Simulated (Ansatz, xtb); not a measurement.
BH5NSiZn+: which of two structures lies lower

Structure a: a singlet given by its coordinates. Structure b: a singlet given by its coordinates. Both are isolated ions in the gas phase, relaxed with B3LYP-D3(BJ)/def2-SVP.

a (Å):

```yaml
atoms:
  - { symbol: B, position_ang: [0.1567, 0.3865, 0.0810] }
  - { symbol: N, position_ang: [0.5079, -0.1327, 1.3075] }
  - { symbol: Si, position_ang: [-0.7185, -0.7683, -1.3319] }
  - { symbol: Zn, position_ang: [-2.9700, 0.3280, -1.4081] }
  - { symbol: H, position_ang: [0.3516, 1.5390, -0.1974] }
  - { symbol: H, position_ang: [0.9734, 0.4356, 2.0129] }
  - { symbol: H, position_ang: [0.3796, -1.0960, 1.6039] }
  - { symbol: H, position_ang: [-1.1493, -2.1701, -1.0736] }
  - { symbol: H, position_ang: [-0.3887, -0.5507, -2.7653] }
```

Close contacts (Å): B1–N2 1.38, B1–Si3 2.02, Si3–Zn4 2.51, B1–H5 1.20, N2–H6 1.02, N2–H7 1.02, Si3–H8 1.49, Si3–H9 1.49.

b (Å):

```
atom    x (Å)    y (Å)    z (Å)
   B  -1.7506  -0.2983   0.3257
   N  -0.7694  -0.5885  -0.6259
  Si   0.9869  -0.4202  -0.5213
  Zn   0.6700   0.4117   1.7311
   H  -2.9258  -0.4458   0.1630
   H  -1.3753   0.1481   1.4285
   H  -1.1313  -0.9526  -1.5136
   H   1.7221  -1.7052  -0.5304
   H   1.5523   0.6184  -1.4122
```

Close contacts (Å): B1–N2 1.40, N2–Si3 1.77, Si3–Zn4 2.42, B1–H5 1.20, B1–H6 1.25, N2–H7 1.03, Si3–H8 1.48, Si3–H9 1.48, Zn4–H6 2.08.

Energies in hartree; the thermal terms are from B3LYP-D3(BJ)/def2-SVP harmonic frequencies (ideal gas, rigid rotor, one conformer each, 298.15 K, 1 atm) and include the zero-point energy:

|  | a | b |
| --- | --- | --- |
| E, CCSD(T)/def2-SVP | −2148.922183 | −2148.923437 |
| E, MP2/def2-SVP | −2148.880137 | −2148.885002 |
| E, MP2/def2-TZVPP | −2149.857650 | −2149.864106 |
| zero-point energy | 0.057522 | 0.055330 |
| H(298 K) − E | 0.065180 | 0.062421 |
| G(298 K) − E | 0.025509 | 0.024868 |

Task: Correct the CCSD(T) difference for the basis set by the MP2 change, then work out ΔE, ΔE₀, ΔH and ΔG for a → b in kcal/mol (1 Eh = 627.51 kcal/mol) and the equilibrium ratio [b]/[a].

Result: 1. Differences b − a: CCSD(T) −0.001254, MP2 in the small set −0.004865, MP2 in the large set −0.006456 Eh.
2. ΔE = −0.001254 + (−0.006456 − (−0.004865)) = −0.002845 Eh = −1.79 kcal/mol.
3. ΔE₀ = ΔE + ΔZPE = −0.002845 + (−0.002192) Eh = −3.16 kcal/mol.
4. ΔH = ΔE + (−0.002759) Eh = −3.52 kcal/mol.
5. ΔG = ΔE + (−0.000641) Eh = −2.19 kcal/mol, so ΔS = (ΔH − ΔG)/T = −18.7 J/(mol K).
6. kT = 0.9442 mEh, so K = [b]/[a] = exp(−ΔG/kT) = exp(+3.69) ≈ 40.

The sums favour b, but ΔE leans on the basis-set step (CCSD(T) alone has the other sign or is under 1 kcal/mol), so the order isn't settled. An error of 1 kcal/mol in ΔG would change K by a factor of 5.4. r2SCAN-D4/def2-SVP gave ΔE the other sign. Mirror images and further conformers aren't counted.

Other levels gave ΔE = −15.4 (GFN2-xTB); −6.4 (HF/STO-3G, GFN2-xTB geometries); +0.8 (r2SCAN-D4/def2-SVP, GFN2-xTB geometries); +0.3 (B3LYP-D3(BJ)/def2-SVP); −2.8 (HF/def2-SVP); −3.1 (MP2/def2-SVP); −0.8 (CCSD(T)/def2-SVP) kcal/mol. The correlated steps freeze 12 core orbitals; the last core shell of Zn is correlated, in a basis made for valence electrons. Programs: Ansatz 0.2.0, xtb 6.7.1.
